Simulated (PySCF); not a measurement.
(Cl2Al-mu-H)2.
Cartesian coordinates in Å at the PBE0-D3(BJ)/def2-SVP level; atoms count from 1:
```xyz
8
Al2Cl4H2 angstrom
Al    -0.6963   -0.4804    0.9417
Cl    -1.5471   -2.3682    0.7049
Cl    -0.9387    0.6924    2.6465
H      0.9676   -0.5026    0.4587
Al     0.7330    0.4592   -0.9637
Cl     0.9661   -0.7133   -2.6696
Cl     1.5847    2.3459   -0.7231
H     -0.9311    0.4814   -0.4790
```

Level of theory: delta-SCF UKS SCAN, pcX-2 on the ionised atom, pcseg-1 elsewhere, spin-free X2C in PySCF 2.14.0. Binding energies are ΔSCF values: E(core-ionised, relaxed orbitals) − E(ground state) at a fixed geometry, referred to the vacuum level.

One binding energy is withheld.

| atom(s) | bonded to | level | binding energy (eV) |
| --- | --- | --- | --- |
| Al1/Al5 | 2 Cl and 2 H | Al 1s | 1569.22 |
| Cl2/Cl3/Cl6/Cl7 | Al | Cl 1s | 2828.99 |
| Cl2/Cl3/Cl6/Cl7 | Al | Cl 2p3/2 | ? |

Q: What is the Cl 2p3/2 binding energy of Cl2/Cl3/Cl6/Cl7?

A: 206.38 eV (chlorine bonded to Al), with 2p1/2 at 208.04 eV.

Q: What is the longest wavelength that can ionise Cl 2p3/2 of Cl2/Cl3/Cl6/Cl7 vertically?

A: λ = hc/E = 12398.42 eV Å / 206.38 eV = 60.076 Å.

The first atom of each set that the bonding makes equivalent was ionised and stands for the set. Spin–orbit and ligand-field terms were added within each 2p shell after the spin-free SCF. 2p1/2 minus 2p3/2 (ligand field included): Cl 1.65 eV. Isolated species at its PBE0-D3(BJ)/def2-SVP geometry, gas phase.

Time: 52 s wall, 42 s CPU; peak memory 0.51 GiB. Hardware: one thread of an AMD EPYC, shared host.
